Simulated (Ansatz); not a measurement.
Reaction (cleavage of the As–B bond): `B[AsH]N` + H₂Te → `N[AsH][TeH]` + BH₃

Isolated molecules relaxed with PBE0-D4/def2-TZVP in Ansatz; ΔE leaves out vibrations. CBS: MP2 limit from def2 TZ/QZ plus the TZ coupled-cluster correction, frozen cores. This one scheme is used for every species. DFT in def2-TZVPP. def2 core potentials past Kr. For As, Te outer-core shells are correlated without core-valence functions, which leaves a few kJ/mol of doubt a bond. Scalar relativity is left out up to krypton. Each species was taken in one conformer, which may not be the lowest.

| level | ΔE (kcal/mol) |
| --- | --- |
| BHLYP-D4 | -12.5 |
| CAM-B3LYP | -9.1 |
| HF/def2-SVP | -11.1 |
| HF/def2-TZVPP | -11.9 |

Task: What does CCSD(T)/CBS give? (Best estimate.)

Result: Ansatz gave: -10.0 kcal/mol. The listed levels differ from it by -2.5, 0.9, -1.1, -1.9 kcal/mol.

Task: What do rigid-rotor, harmonic-oscillator terms from PBE0-D4/def2-TZVP frequencies (298.15 K, 1 bar) make of the CCSD(T)/CBS value? (An estimate is asked.)

Result: Computed: ΔZPE = +0.8 kcal/mol, ΔH = -8.9 kcal/mol, ΔS = -9 J/(mol·K), ΔG = -8.3 kcal/mol.

Largest T1 diagnostic among the species: 0.014.

In def2-TZVPP, CCSD(T) changes the Hartree–Fock value by +4.0 kcal/mol (the triples alone add −0.1 kcal/mol) and MP2 by +1.6 kcal/mol. Leaving LDA and LC-ωPBE aside and taking each functional with its dispersion term where it has one, the values, not all of them listed here, spread over 5.7 kcal/mol, from BHLYP-D4 to B97M-V. LDA lies +3.3 kcal/mol from PBE without D4. The D4 term adds −1.2 kcal/mol with B3LYP and −0.6 kcal/mol with PBE0; it sums over pairs of atoms, weighted by their polarisabilities, and B3LYP, whose exchange is more repulsive, gets the larger term.

B3LYP here is the variant with VWN-RPA as its local correlation; programs differ in this.
